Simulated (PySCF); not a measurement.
A side-by-side comparison of computed properties.

First species: C4H6F4.
SMILES with atom numbers: `[CH3:1][C@H:2]([CH2:3][F:4])[C:5]([F:6])([F:7])[F:8]` (hydrogens: H9, H10, H11 on C1; H12 on C2; H13, H14 on C3)

Cartesian coordinates in Å at the GFN2-xTB level; atoms count from 1:
```
atom  x, y, z in Å
C1    -0.3842    1.3287    0.4884
C2    -0.0151   -0.1501    0.3873
C3     1.3994   -0.3420   -0.1684
F4     2.3091    0.1443    0.7301
C5    -1.0030   -0.8773   -0.5134
F6    -2.2644   -0.7617   -0.0812
F7    -0.9825   -0.4141   -1.7726
F8    -0.7473   -2.1936   -0.5923
H9    -1.3664    1.4462    0.9385
H10    0.3489    1.8401    1.1058
H11   -0.3925    1.7863   -0.4985
H12   -0.0725   -0.6202    1.3748
H13    1.6326   -1.4013   -0.3192
H14    1.5372    0.2142   -1.1014
```

Second species: C₇H₆FP.
Structure used (GFN2-xTB), in Å, numbered top down from 1:
```
atom  x, y, z in Å
C1     3.014   -0.075   -0.382
P2     1.988    1.067   -1.026
C3     0.382    0.441   -0.393
C4    -0.031   -0.881   -0.524
C5    -1.267   -1.283   -0.052
C6    -2.118   -0.371    0.551
C7    -1.735    0.953    0.684
C8    -0.499    1.335    0.203
F9    -0.106    2.621    0.330
H10    2.698   -0.888    0.251
H11    4.072   -0.001   -0.571
H12    0.626   -1.593   -1.003
H13   -1.571   -2.314   -0.159
H14   -3.082   -0.687    0.919
H15   -2.377    1.685    1.150
```

Levels: CAM-B3LYP/def2-SVPD for dipole moment, HOMO energy, LUMO energy, HOMO–LUMO gap, static isotropic polarisability and electronic spatial extent ⟨r²⟩ about the centre of nuclear charge; TDDFT CAM-B3LYP/def2-SVPD for lowest singlet excitation; TDA CAM-B3LYP/def2-SVPD for lowest triplet excitation (Tamm–Dancoff); GFN2-xTB for rotational constant A and rotational constant C. Geometries: GFN2-xTB. All species are isolated and taken at one optimised geometry, non-relativistic unless stated; the electronic structure was computed with PySCF and density fitting.

The conformers computed, where there is a choice (atom-mapped SMILES and torsion angles):
- `[CH3:1][C@H:2]([CH2:3][F:4])[C:5]([F:6])([F:7])[F:8]`: C1–C2–C3–F4 67°, C1–C2–C5–F6 -58°
- `[CH2:1]=[P:2][c:3]1[cH:4][cH:5][cH:6][cH:7][c:8]1[F:9]`: C1–P2–C3–C4 -50°

Values for the first species:

- Dipole moment: 0.88 D
- HOMO energy: -11.46 eV
- LUMO energy: 1.25 eV
- HOMO–LUMO gap: 12.71 eV
- Lowest singlet excitation: 9.46 eV
- Lowest triplet excitation (Tamm–Dancoff): 9.10 eV
- Static isotropic polarisability: 52.2 au
- Electronic spatial extent ⟨r²⟩ about the centre of nuclear charge: 970 bohr²
- Rotational constant A: 3.193 GHz
- Rotational constant C: 1.200 GHz

Problem. Estimate the same properties for the second species, and the change in each.

Solution. 
```csv
property,first,second,second less first
dipole moment,0.88 D,2.48 D,+1.60 D
HOMO energy,-11.46 eV,-8.32 eV,+3.14 eV
LUMO energy,1.25 eV,-0.72 eV,-1.97 eV
HOMO–LUMO gap,12.71 eV,7.60 eV,-5.11 eV
lowest singlet excitation,9.46 eV,4.57 eV,-4.89 eV
lowest triplet excitation (Tamm–Dancoff),9.10 eV,2.82 eV,-6.28 eV
static isotropic polarisability,52.2 au,105.2 au,+53.0 au
electronic spatial extent ⟨r²⟩ about the centre of nuclear charge,970 bohr²,1349 bohr²,+379 bohr²
rotational constant A,3.193 GHz,2.418 GHz,-0.775 GHz
rotational constant C,1.200 GHz,0.823 GHz,-0.377 GHz
```

On the first: The vertical singlet–triplet gap S1 − T1 is 0.36 eV (TDDFT singlet less Tamm–Dancoff triplet; S1: HOMO−1→LUMO, weight 0.30, beside HOMO→LUMO, weight 0.25; T1: HOMO−1→LUMO, weight 0.26, beside HOMO−1→LUMO+1, weight 0.17).

On the second: The principal polarisabilities are 70.2, 105.2 and 140.3 au; their mean is the isotropic value. The vertical singlet–triplet gap S1 − T1 is 1.75 eV (TDDFT singlet less Tamm–Dancoff triplet; S1: HOMO→LUMO, weight 0.50, beside HOMO−2→LUMO, weight 0.39; T1: HOMO→LUMO, weight 0.54).
